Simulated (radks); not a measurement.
Trend from Mg+ to Ar+: ionisation energy by Delta-SCF between NIST ground configurations, and size. All-electron calculation, scalar-relativistic Kohn-Sham, PBE, spin-polarised, spherical densities, point nucleus; open shells are filled with parallel spins first. Program: a radial shooting solver on a logarithmic mesh with Libxc functionals.

species,configuration,IE (eV),NIST (eV),kind
Mg+,[Ne] 3s1,15.362,15.035,exp.
Al+,[Ne] 3s2,18.793,18.829,exp.
Si+,[Ne] 3s2 3p1,16.266,16.346,exp.
P+,[Ne] 3s2 3p2,19.867,19.769,semi-emp.
S+,[Ne] 3s2 3p3,23.369,23.338,exp.
Cl+,[Ne] 3s2 3p4,23.628,23.814,exp.
Ar+,[Ne] 3s2 3p5,27.689,27.630,exp.

Reference values: NIST Atomic Spectra Database (exp. = measured, semi-emp. = semi-empirical, theory = theoretical value adopted there). Open shells are spherical and high-spin; term and fine-structure splittings are not resolved.
